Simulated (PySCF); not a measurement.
F2Sb, multiplicity 2. Atoms are numbered in the order given.

```xyz
3

Sb     0.0000     0.0000     0.3379
F      0.0000    -1.4363    -0.9575
F      0.0000     1.4363    -0.9575
```
Charge 0, spin multiplicity 2.

Geometry optimised at PBE-D3(BJ)/def2-TZVP. The spin state was assumed, not searched. The isomer is the one that the SMILES or the coordinates give; other isomers of the formula were not compared. The def2 effective core potentials stand for the cores of Sb; spin–orbit coupling is left out.

These are PySCF 2.14.0 with PBE-D3(BJ)/def2-TZVP values and carry that method's errors.

Frequencies are harmonic and unscaled.

```
mode  ν (cm⁻¹)  IR (km/mol)  moving atoms (share of kinetic energy)
----  --------  -----------  --------------------------------------
1          189          6.6                         F 89 %, Sb 11 %
2          584         95.5                         F 85 %, Sb 15 %
3          600         64.8                         F 87 %, Sb 13 %
```
